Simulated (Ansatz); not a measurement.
System: SiH2ICl, charge 0, singlet. SiH2ICl (chloro(iodo)silane, SMILES Cl[SiH2]I).
B3LYP-D3(BJ)/def2-TZVP minimum from Ansatz (a first-principles code):
```xyz
5

Si    -1.1832    -0.7377     0.1244
Cl    -2.4466     0.8813     0.0390
I      1.1512    -0.0306    -0.0532
H     -1.3693    -1.4050     1.4227
H     -1.4875    -1.6256    -1.0088
```

Atomisation energy term by term, kcal/mol (programs: Ansatz). Radicals and triplets start from unrestricted determinants; spin-orbit coupling is neglected. Cores are frozen in correlated methods (noble-gas shells, and filled d and f shells in the p block). Past Kr the def2 sets carry scalar-relativistic core potentials. CBS(X,Y): correlation extrapolated as X^-3, Hartree-Fock from the larger set. A bracket is a step between two methods taken in the basis named. Where a partner has so few electrons that a lower coupled-cluster level is exact, that level stands in. Spin-orbit terms, left out, reach several kcal/mol for Br and I, and more for heavier atoms.

```tsv
term	basis	kcal/mol
Hartree-Fock	def2-QZVPP	244.01
CCSD correlation	CBS(def2-TZVPP,def2-QZVPP)	76.35
(T)	CBS(def2-TZVPP,def2-QZVPP)	6.00
CCSDT(Q) - CCSD(T)	def2-SVP	0.31
sum: De		326.7
```
